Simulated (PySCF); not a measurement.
# How methods differ on the excitation energy of Al²⁺

Al²⁺ [Ne] 3s1 (2S) → Al²⁺ [Ne] 3d1 (2D), as a difference of total energies. Computed with PySCF 2.14 in aug-cc-pCVTZ-DK with one added diffuse shell each of s, p, d, f type (9s8p6d4f, 91 functions), with the spin-free X2C one-electron Hamiltonian (Gaussian nucleus). Correlated levels: nothing frozen. The calculations carry no spin-orbit coupling.

```csv
method,excitation energy (eV)
UHF,14.247
MP2 (all electrons),14.445
SCS-MP2 (all electrons),14.403
CCSD (all electrons),14.443
CCSD(T) (all electrons),14.447
```

Q: How much does correlation contribute at CCSD(T) (all electrons)?

A: 14.447 − (14.247) = 0.200 eV, measured against UHF.

The promoted electron is Rydberg-like, and one or two diffuse shells describe it only roughly, which tends to raise the upper state.
